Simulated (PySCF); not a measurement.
**SeF⁻ from Hartree–Fock to correlated methods**

State: ¹Σ⁺ (singlet), closed shell. Set-up: Se aug-cc-pVDZ-PP with ECP10, F aug-cc-pVDZ; scalar-relativistic core potentials (PySCF 2.14). De refers to Se + F⁻ in their high-spin ground configurations, without counterpoise correction. A positive dipole points towards F; it is taken about the centre of mass and depends on that origin.

| Level | Re (Å) | ωe (cm⁻¹) | De (eV) | μ (D) |
| --- | --- | --- | --- | --- |
| RHF | 1.846 | 582 | n/a | -1.12 |
| RHF-MP2 | 1.881 | 555 | 2.04 | n/a |
| RHF-SCS-MP2 | 1.886 | 548 | 2.05 | n/a |
| RHF-CCSD | 1.880 | 552 | n/a | n/a |
| RHF-CCSD(T) | 1.889 | 538 | 2.12 | n/a |
| LDA | 1.865 | 556 | 3.12 | -0.66 |
| PBE | 1.902 | 516 | 2.51 | -0.80 |
| revPBE | 1.913 | 504 | 2.31 | -0.84 |
| r²SCAN | 1.880 | 540 | 2.44 | -0.73 |
| B3LYP | 1.893 | 527 | 2.33 | -0.99 |
| PBE0 | 1.870 | 554 | 2.40 | -0.84 |

Problem. Which functional lies closest to RHF-CCSD(T) in De, which farthest, and by how much do they differ from it?

Solution. Closest is revPBE (+2.4 pm in Re, -6.3 % in ωe, +0.19 eV in De against RHF-CCSD(T) in the same basis), farthest LDA (-2.4 pm in Re, +3.3 % in ωe, +1.00 eV in De). CCSD(T) converges more slowly with the basis than the functionals do and binds too weakly in this one, so the order can change at the basis-set limit.

Problem. What does the gradient correction do here, going from LDA to PBE?

Solution. PBE less LDA: +3.7 pm in Re, -7.2 % in ωe, -0.61 eV in De. The gradient correction favours the more uneven density of free atoms, so it tends to lengthen bonds and takes away much of the overbinding of LDA; so it does here.

Problem. What does second-order correlation do here, going from RHF to RHF-MP2?

Solution. RHF-MP2 less RHF: +3.5 pm in Re, -4.6 % in ωe. Correlation nearly always deepens the well. The bond lengthens, as in strong covalent bonds, where excitations into antibonding orbitals dominate.

Correlated steps freeze 5 core orbitals. Correlated levels converge slowly with the basis: in double zeta they bind strong bonds too weakly, by up to about 1 eV, and carry superposition errors of some tenths. For an ion De counts to the pair picked by the measured ionisation energies or electron affinities, which need not be the lowest pair at this level. Where the molecule has an RHF reference, its open-shell atoms are computed with UHF. The highest Kohn–Sham level is positive in this anion. Much of that is self-interaction error, but it also means that the finite basis helps to hold the extra electron.

The whole job (state search and all levels along the bond) took about 2 min on 1 thread of Arm Neoverse V1 (shared host), peak memory 0.66 GiB.
